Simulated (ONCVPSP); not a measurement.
## ytterbium: excitation energies, all-electron against ONCV

Yb, optimised norm-conserving Vanderbilt (ONCV), made with ONCVPSP 4.0.1 (LDA (Perdew-Wang 92), fully relativistic). Core [Kr] 4d10 4f13, reference 5s2 5p6 5d1 6s1.5 (charge +0.5). Waves: 5s+6s: rc 1.95 bohr, ncon 4, nbas 8, qcut 8.2 1/bohr, 3 projectors, debl 1.2 Ha; 5p: rc 1.35 bohr, ncon 4, nbas 7, qcut 5.1 1/bohr, 1 projector; 5d: rc 2.85 bohr, ncon 5, nbas 10, qcut 6.6 1/bohr, 2 projectors, debl 3.6 Ha. Local part: polynomial inside 1.05 bohr (lpopt 5, dvloc0 0 Ha). Core correction: Teter function, fcfact 4, rcfact 1.15.

Open shells are filled in proportion to 2j + 1.

Energies are relative to the spin-unpolarised reference configuration 5s2 5p6 5d1 6s1.5; without spin polarisation the order of configurations can differ from experiment.

```csv
valence configuration,charge,ΔE all-electron (eV),error AE − PS (meV)
5s2 5p6 5d1 6s2,0,-3.028,+0.1
5s2 5p6 5d1 6s0,+2,17.827,+15
5s2 5p6 5d1.5 6s1.5,0,-1.653,-2.3
```

Q: What are ΔE and the potential's error for 5s2 5p6 5d1 6s1?

A: ΔE = 4.438 eV all-electron; the error (AE − PS) is +1.1 meV.

Note: no bound ghost flagged; GHOST(+) flagged for p3/2 at 40.1 eV, s at 44.6 eV.
